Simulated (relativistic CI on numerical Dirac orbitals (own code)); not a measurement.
# Ligand-field terms of d5

Computed with a parametric ligand-field model of a d^n configuration (Racah B and C, spin-orbit zeta, crystal field), exact diagonalisation.

Field parameters in Wybourne normalisation: Oh B⁴₀ = 21Dq, B⁴₄ = √(5/14) B⁴₀; Td as Oh with Dq negative (B⁴₀ = 21Dq, B⁴₄ = √(5/14) B⁴₀). The field is a parameter set, without covalency.

(1) Ground term and bands for B = 810, C = 4060, ζ = 0 cm⁻¹, Oh, 10Dq = 33000 cm⁻¹?

(2) Ground term and bands for B = 830, C = 4170, ζ = 0 cm⁻¹, Td, 10Dq = -10350 cm⁻¹?

(3) A d5 ion in Oh symmetry has the ground term 2T2 and bands at 4T1 19438 cm⁻¹ (514 nm), 4T2 25230 cm⁻¹ (396 nm), 6A1 26859 cm⁻¹ (372 nm), 2A2 31709 cm⁻¹ (315 nm), 2T1 31970 cm⁻¹ (313 nm), 2T2 34100 cm⁻¹ (293 nm), 2E 35963 cm⁻¹ (278 nm). Which parameters reproduce them?

(4) Ground term and bands for B = 860, C = 4130, ζ = 0 cm⁻¹, Td, 10Dq = -5200 cm⁻¹?

(5) Ground term and bands for B = 440, C = 2000, ζ = 0 cm⁻¹, Oh, 10Dq = 27950 cm⁻¹?

Answers

(1) Ground term 2T2 with 0.05 electrons in the two orbitals of the cubic e set. Spin-allowed: 2A2 28318 cm⁻¹ (353 nm), 2T1 28580 cm⁻¹ (350 nm), 2T2 30744 cm⁻¹ (325 nm), 2E 32813 cm⁻¹ (305 nm). Lowest spin-forbidden: 4T1 14460 cm⁻¹ (692 nm), 6A1 15481 cm⁻¹ (646 nm), 4T2 20438 cm⁻¹ (489 nm).

(2) Ground term 6A1 with 2.00 electrons in the two orbitals of the cubic e set. Spin-allowed: none. Lowest spin-forbidden: 4T1 21815 cm⁻¹ (458 nm), 4T2 26007 cm⁻¹ (385 nm), 2T2 29067 cm⁻¹ (344 nm). A high-spin d5 ion has no spin-allowed d-d band, hence its pale colour.

(3) B = 770, C = 3560, ζ = 0 cm⁻¹, Oh, 10Dq = 36100 cm⁻¹.

(4) Ground term 6A1 with 2.00 electrons in the two orbitals of the cubic e set. Spin-allowed: none. Lowest spin-forbidden: 4T1 26447 cm⁻¹ (378 nm), 4T2 28567 cm⁻¹ (350 nm), 4A1+E 29250 cm⁻¹ (342 nm). A high-spin d5 ion has no spin-allowed d-d band, hence its pale colour.

(5) Ground term 2T2 with 0.02 electrons in the two orbitals of the cubic e set. Spin-allowed: 2A2 25307 cm⁻¹ (395 nm), 2T1 25460 cm⁻¹ (393 nm), 2T2 26764 cm⁻¹ (374 nm), 2E 27799 cm⁻¹ (360 nm). Lowest spin-forbidden: 4T1 18400 cm⁻¹ (543 nm), 4T2 21780 cm⁻¹ (459 nm), 6A1 30117 cm⁻¹ (332 nm).
